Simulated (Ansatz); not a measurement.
ClFGeH4Si, SMILES `F[SiH](Cl)[GeH3]`, relaxed with RKS PBE-D4/def2-SVP in Ansatz from a rough embedded geometry. The force threshold is 0.03 eV/Å; the program also tests the step.

Total charge 0; spin multiplicity 1.

Start:

```xyz
8

F     0.646   -2.294   -0.041
Si    0.728   -0.648    0.534
Cl    2.607    0.151    0.072
Ge   -0.828    0.617   -0.455
H     0.537   -0.626    1.979
H    -2.289    0.087   -0.141
H    -0.651    0.614   -2.006
H    -0.749    2.098    0.057
```

Problem. By how much does the energy fall, and how many steps does the optimiser take? (Best estimate.)

Solution. Computed: 32.67 kJ/mol, in 4 steps.

Problem. Which bonds change most? (An estimate is asked.)

Solution. Computed: Si2–Ge4 from 2.236 to 2.385 Å; F1–Si2 from 1.745 to 1.639 Å; Si2–H5 from 1.458 to 1.500 Å; Ge4–H6 from 1.586 to 1.551 Å.

Problem. Give the relaxed structure. (Estimate.)

Solution. The calculation gave: 
```xyz
8

F     0.667   -2.201   -0.005
Si    0.757   -0.670    0.571
Cl    2.630    0.091    0.091
Ge   -0.907    0.659   -0.503
H     0.655   -0.747    2.066
H    -2.324    0.116   -0.186
H    -0.678    0.632   -2.034
H    -0.801    2.121    0.001
```
